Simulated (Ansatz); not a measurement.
Molecule: CH5GeO (charge 0, doublet). It need not be the lowest isomer of its formula. SMILES: [CH2][O][GeH3]
Structure (B3LYP-D3(BJ)/def2-TZVP (Ansatz, an electronic-structure program) minimum search):
```xyz
8

C     -2.0513     0.0176     0.2377
O     -0.8694    -0.5840     0.5121
Ge     0.6611     0.0998    -0.1635
H     -2.0780     1.0898     0.0690
H     -2.9245    -0.5063     0.6010
H      0.6808     1.6046     0.1598
H      1.7623    -0.6773     0.5614
H      0.6675    -0.1386    -1.6819
```
Charge 0, spin multiplicity 2.

Wanted: atomisation energy (electronic, to ground-state atoms), in kJ/mol. Cores are frozen in the correlated levels unless marked. Open shells are spin-unrestricted. No spin-orbit coupling. Frozen are the shells of the preceding noble gas and the d and f shells that filled before the atom's block. No relativistic terms. The coupled-cluster limit lacks core correlation, which all-electron functionals hold. Basis-set limits of correlation are two-point, X^-3; Hartree-Fock from the larger set (for Q and 5 zeta extrapolated as (X+1)exp(-9√X)).

```json
[
 {"level": "BLYP-D3(BJ)/def2-TZVPD", "program": "Ansatz + dftd3", "atomisation energy (kJ/mol)": "2494.9"},
 {"level": "PBE0/def2-SVP", "program": "Ansatz", "atomisation energy (kJ/mol)": "2486.5"},
 {"level": "PBE0-D3(BJ)/def2-TZVPD", "program": "Ansatz + dftd3", "atomisation energy (kJ/mol)": "?"},
 {"level": "BHLYP/def2-TZVPD", "program": "Ansatz", "atomisation energy (kJ/mol)": "?"},
 {"level": "wB97X-V/def2-TZVPD", "program": "Ansatz", "atomisation energy (kJ/mol)": "?"},
 {"level": "B2GP-PLYP/def2-TZVPD", "program": "Ansatz", "atomisation energy (kJ/mol)": "2455.7"},
 {"level": "CCSD(T)/CBS(cc-pVQZ,cc-pV5Z)", "program": "Ansatz", "atomisation energy (kJ/mol)": "2499.9"}
]
```

Q: Fill in the missing entries.

A: 
- PBE0-D3(BJ)/def2-TZVPD, atomisation energy (kJ/mol): 2488.2
- BHLYP/def2-TZVPD, atomisation energy (kJ/mol): 2415.9
- wB97X-V/def2-TZVPD, atomisation energy (kJ/mol): 2516.8
